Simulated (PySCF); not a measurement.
H: excitation energy

H 1s1 (2S) → H 2p1 (2P), as a difference of total energies. All numbers are calculated (PySCF 2.14, the non-relativistic Hamiltonian (point nucleus), in dyall-av3z (10s3p2d, 29 functions)). The calculations carry no spin-orbit coupling.

```tsv
method	excitation energy (eV)
UHF	10.803
LDA	9.984
PBE	10.267
PBE0	10.394
r2SCAN	10.442
M06-2X	10.488
BHandHLYP	10.523
PW91	10.316
```

The promoted electron is Rydberg-like, and one or two diffuse shells describe it only roughly, which tends to raise the upper state.

For comparison: 10.199 eV (measured; NIST levels, between the centres of gravity of the two terms).
